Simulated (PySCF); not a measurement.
# Excitation energy of Ca⁺ by level of theory

Ca⁺ [Ar] 4s1 (2S) → Ca⁺ [Ar] 3d1 (2D), as a difference of total energies. All numbers are calculated (PySCF 2.14, the non-relativistic Hamiltonian (point nucleus), in def2-TZVPPD (6s5p3d, 36 functions)). Correlated levels: valence and next inner shell: [Ne] frozen. The calculations carry no spin-orbit coupling.

```json
{"method": "UHF", "excitation energy (eV)": "2.255", "difference from reference (eV)": "+0.558"}
{"method": "LDA", "excitation energy (eV)": "1.490", "difference from reference (eV)": "-0.207"}
{"method": "PBE", "excitation energy (eV)": "1.399", "difference from reference (eV)": "-0.298"}
{"method": "PBE0", "excitation energy (eV)": "1.500", "difference from reference (eV)": "-0.197"}
{"method": "r2SCAN", "excitation energy (eV)": "1.374", "difference from reference (eV)": "-0.323"}
{"method": "BHandHLYP", "excitation energy (eV)": "1.716", "difference from reference (eV)": "+0.019"}
{"method": "r2SCAN0", "excitation energy (eV)": "1.501", "difference from reference (eV)": "-0.196"}
{"method": "wB97X-V", "excitation energy (eV)": "1.518", "difference from reference (eV)": "-0.179"}
{"method": "MP2 (valence and next inner shell)", "excitation energy (eV)": "2.599", "difference from reference (eV)": "+0.902"}
{"method": "SCS-MP2 (valence and next inner shell)", "excitation energy (eV)": "2.550", "difference from reference (eV)": "+0.853"}
```

Reference: 1.697 eV (measured; NIST levels, between the centres of gravity of the two terms).

These non-relativistic numbers lack the scalar-relativistic shift.

Errors of the correlated levels include the incompleteness of this basis and the frozen core.
